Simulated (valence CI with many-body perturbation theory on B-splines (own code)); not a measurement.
## Energy levels of Nb35+

Calculated by valence CI with perturbative core correlation (CI+MBPT): four valence electrons over a frozen Dirac-Fock core [He], radial functions for each j: 9 s, 9 p, 8 d, 6 f, 3 g, 1 h, with the one-electron correlation potential Σ1, the two-electron term Σ2, the three-electron term Σ3, Breit, model QED; selected CI, second order for the rest, scaled by the run's own slope (own B-spline code, finite nucleus).

No measured spectrum was set against this ion. As an estimate, large intervals hold to a few tenths of a per cent, small ones and those within an open d or f shell to about a per cent. Among the levels kept, up to 860 cm⁻¹ of a level comes from second order outside the variational space, and about a tenth of that is noise between levels of different J, which matters for small intervals.

Levels 1 to 45 of 59, with energies above the lowest level, (2s^2 2p1/2^2) J=0. "Leading %" is the weight of the configuration and term that name the level; weights of strongly mixed levels are sums over their largest components and can fall short, so below about 35 % the name and the second component can differ from the true leading terms, or belong to a minority configuration. In the jj column 3d3/2^4 stands for four electrons in 3d with j = 3/2. Lifetimes count E1, E2, E3, M1 and M2 decay at the calculated energies, and are blank where another channel may lead or the interval is too uncertain; long ones can be off by a factor of two.

| No. | Configuration | Term | J | E (eV) | Leading % | g | Lifetime | Leading jj |
| --- | --- | --- | --- | --- | --- | --- | --- | --- |
| 1 | 2s²2p² | ³P | 0 | 0.0 | 75 |  |  | 2s^2 2p1/2^2 (98 %) |
| 2 | 2s²2p² | ³P | 1 | 92.3 | 100 | 1.492 | 179 ns | 2s^2 2p1/2 2p3/2 (100 %) |
| 3 | 2s²2p² | ¹D | 2 | 104.3 | 56 | 1.206 | 127 μs | 2s^2 2p1/2 2p3/2 (98 %) |
| 4 | 2s²2p² | ³P | 2 | 205.0 | 56 | 1.274 | 91.0 ns | 2s^2 2p3/2^2 (98 %) |
| 5 | 2s2p³ | ⁵S° | 2 | 213.7 | 56 | 1.730 | 221 ps | 2s 2p1/2^2 2p3/2 (86 %) |
| 6 | 2s²2p² | ¹S | 0 | 233.2 | 74 |  | 52.1 ns | 2s^2 2p3/2^2 (97 %) |
| 7 | 2s2p³ | ³D° | 1 | 261.3 | 48 | 0.978 | 7.51 ps | 2s 2p1/2^2 2p3/2 (92 %) |
| 8 | 2s2p³ | ³D° | 2 | 306.0 | 56 | 1.449 | 27.5 ps | 2s 2p1/2 2p3/2^2 (89 %) |
| 9 | 2s2p³ | ³D° | 3 | 329.0 | 100 | 1.323 | 32.4 ps | 2s 2p1/2 2p3/2^2 (100 %) |
| 10 | 2s2p³ | ³P° | 0 | 354.1 | 100 |  | 8.16 ps | 2s 2p1/2 2p3/2^2 (100 %) |
| 11 | 2s2p³ | ³P° | 1 | 362.6 | 37 | 1.271 | 5.09 ps | 2s 2p1/2 2p3/2^2 (94 %) |
| 12 | 2s2p³ | ¹D° | 2 | 372.0 | 61 | 1.132 | 4.74 ps | 2s 2p1/2 2p3/2^2 (89 %) |
| 13 | 2s2p³ | ³S° | 1 | 379.2 | 34 | 1.468 | 3.63 ps | 2s 2p1/2 2p3/2^2 (93 %) |
| 14 | 2s2p³ | ³P° | 2 | 452.8 | 47 | 1.315 | 6.84 ps | 2s 2p3/2^3 (89 %) |
| 15 | 2s2p³ | ¹P° | 1 | 492.4 | 51 | 1.244 | 2.70 ps | 2s 2p3/2^3 (93 %) |
| 16 | 2p⁴ | ³P | 2 | 512.6 | 74 | 1.364 | 4.21 ps | 2p1/2^2 2p3/2^2 (98 %) |
| 17 | 2p⁴ | ¹S | 0 | 543.3 | 51 |  | 3.27 ps | 2p1/2^2 2p3/2^2 (96 %) |
| 18 | 2p⁴ | ³P | 1 | 611.3 | 100 | 1.492 | 2.80 ps | 2p1/2 2p3/2^3 (100 %) |
| 19 | 2p⁴ | ¹D | 2 | 624.8 | 74 | 1.115 | 3.34 ps | 2p1/2 2p3/2^3 (99 %) |
| 20 | 2p⁴ | ³P | 0 | 740.9 | 52 |  | 2.19 ps | 2p3/2^4 (97 %) |
| 21 | 2s²2p3s | ³P° | 0 | 2704.8 | 98 |  | 66.5 fs | 2s^2 2p1/2 3s (98 %) |
| 22 | 2s²2p3s | ³P° | 1 | 2706.8 | 68 | 1.338 | 52.1 fs | 2s^2 2p1/2 3s (98 %) |
| 23 | 2s²2p3p | ³D | 1 | 2744.3 | 72 | 0.664 | 4.31 ps | 2s^2 2p1/2 3p1/2 (98 %) |
| 24 | 2s²2p3p | ³P | 0 | 2763.8 | 72 |  | 958 fs | 2s^2 2p1/2 3p1/2 (96 %) |
| 25 | 2s²2p3p | ³P | 1 | 2779.9 | 41 | 1.495 | 673 fs | 2s^2 2p1/2 3p3/2 (92 %) |
| 26 | 2s²2p3p | ³D | 2 | 2782.9 | 60 | 1.169 | 2.63 ps | 2s^2 2p1/2 3p3/2 (97 %) |
| 27 | 2s²2p3s | ³P° | 2 | 2811.2 | 94 | 1.482 | 39.4 fs | 2s^2 2p3/2 3s (94 %) |
| 28 | 2s²2p3s | ¹P° | 1 | 2816.3 | 68 | 1.142 | 41.7 fs | 2s^2 2p3/2 3s (97 %) |
| 29 | 2s2p²3s | ⁵P | 1 | 2816.9 | 63 | 2.203 | 78.5 fs | 2s 2p1/2^2 3s (84 %) |
| 30 | 2s²2p3d | ³F° | 2 | 2817.6 | 74 | 0.761 | 49.8 fs | 2s^2 2p1/2 3d3/2 (97 %) |
| 31 | 2s²2p3d | ³D° | 1 | 2831.1 | 53 | 0.824 | 5.42 fs | 2s^2 2p1/2 3d3/2 (96 %) |
| 32 | 2s2p²3s | ³P | 0 | 2832.7 | 78 |  | 67.7 fs | 2s 2p1/2^2 3s (89 %) |
| 33 | 2s²2p3d | ³P° | 2 | 2834.3 | 45 | 1.278 | 8.74 fs | 2s^2 2p1/2 3d5/2 (95 %) |
| 34 | 2s²2p3d | ³F° | 3 | 2835.0 | 53 | 1.113 | 9.83 fs | 2s^2 2p1/2 3d5/2 (98 %) |
| 35 | 2s2p²3p | ⁵D° | 0 | 2856.5 | 64 |  | 395 fs | 2s 2p1/2^2 3p1/2 (90 %) |
| 36 | 2s2p²3p | ⁵D° | 1 | 2858.0 | 35 | 1.553 | 88.8 fs | 2s 2p1/2^2 3p1/2 (86 %) |
| 37 | 2s²2p3p | ³P | 1 | 2858.6 | 53 | 1.416 | 981 fs | 2s^2 2p3/2 3p1/2 (94 %) |
| 38 | 2s²2p3p | ³D | 2 | 2861.3 | 37 | 1.209 | 1.45 ps | 2s^2 2p3/2 3p1/2 (93 %) |
| 39 | 2s²2p3p | ³D | 3 | 2881.1 | 94 | 1.331 | 2.08 ps | 2s^2 2p3/2 3p3/2 (94 %) |
| 40 | 2s²2p3p | ¹P | 1 | 2882.0 | 46 | 1.426 | 2.00 ps | 2s^2 2p3/2 3p3/2 (95 %) |
| 41 | 2s2p²3s | ⁵P | 2 | 2890.2 | 73 | 1.677 | 92.3 fs | 2s 2p1/2 2p3/2 3s (81 %) |
| 42 | 2s2p²3p | ⁵P° | 2 | 2892.0 | 30 | 1.594 | 430 fs | 2s 2p1/2^2 3p3/2 (86 %) |
| 43 | 2s2p²3p | ³D° | 1 | 2896.6 | 43 | 1.047 | 20.1 fs | 2s 2p1/2^2 3p3/2 (88 %) |
| 44 | 2s²2p3p | ³P | 2 | 2897.1 | 45 | 1.375 | 309 fs | 2s^2 2p3/2 3p3/2 (76 %) |
| 45 | 2s2p²3s | ³P | 1 | 2907.2 | 75 | 1.579 | 48.6 fs | 2s 2p1/2 2p3/2 3s (93 %) |

The ionisation energy to 2s²2p ²P°1/2 of the next ion comes out as 4822.9 eV (NIST: 4815 ± 5 eV (semi-empirical)). All 59 levels together are meant to be complete up to 2944.4 eV.
